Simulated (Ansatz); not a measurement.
Task: Name a neutral molecule of F, O, S, W and H with HOMO–LUMO gap (PBE/def2-TZVPP) between 3.05 and 3.35 eV and HOMO–LUMO gap (PBE0/def2-TZVPP) between 5.15 and 5.45 eV (Ansatz, PBE0-D4/def2-TZVP geometry).

Result: `[OH][W]([F])([F])([F])=[S]` (3.25 eV, 5.36 eV). Other molecules can fit too; these were computed, each in one conformer that needn't be the lowest.
